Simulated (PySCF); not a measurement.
Work out the structure from these simulated measurements.

Formula: BCl2HO.

* UV, strongest line: among the 10 lowest singlet transitions: S9 at 9.11 eV (136 nm, f = 0.192) [TDDFT wB97X-D/def2-SVPD]
* 1H NMR: chemical shifts (computed TMS as zero) by class: 5.25 (1 H) ppm [GIAO B3LYP/pcSseg-1]
* Dipole: 1.86 D [wB97X-D/def2-SVPD]
* UV, first state: lowest singlet excitation: 7.16 eV (173 nm, f = 0.000) [TDDFT wB97X-D/def2-SVPD]
* NMR, other nuclei: isotropic shieldings of nuclei other than C and H, by class: 61 (1 B), 150 (1 O), 780 (2 Cl) ppm [GIAO B3LYP/pcSseg-1]
* XPS: B1s 199.6, Cl2p3/2 206.7 (×2), O1s 540.3, Cl1s 2829.3 (×2) eV [ΔSCF SCAN, pcX-2 on the ionised atom, pcseg-1 elsewhere, spin-free X2C, 2p3/2 from a spin–orbit splitting computed afterwards within the 2p shell]
* Rotational structure: rotational constants A, B, C: 7.136, 3.106, 2.164 GHz [PBE0-D3(BJ)/def2-SVP]
* Polarisability: 45.0 au [wB97X-D/def2-SVPD]

Electronic properties: PySCF, gas phase, density fitting. Levels stand in brackets. Isolated species at its PBE0-D3(BJ)/def2-SVP geometry (one conformer only). NMR values are class means; diastereotopic atoms form classes of their own.

Task: Give a SMILES that accounts for the data.

Result: The one hydrogen (5.25 ppm): hydrogen on oxygen. The other shieldings belong to: 61 ppm, boron bonded to 2 Cl and O; 150 ppm, oxygen bonded to B and H; 780 ppm, chlorine bonded to B. The core levels belong to: B1s 199.6 eV, boron bonded to 2 Cl and O; Cl2p3/2 206.7 eV, chlorine bonded to B; O1s 540.3 eV, oxygen bonded to B and H; Cl1s 2829.3 eV, chlorine bonded to B. One atom of each topological class was ionised and stands for its class. The optimised geometry has point group Cs and is an asymmetric top. Structure: `OB(Cl)Cl` (BCl2(OH)). The assignments are read from this structure; whether some other isomer fits the data as well wasn't checked.
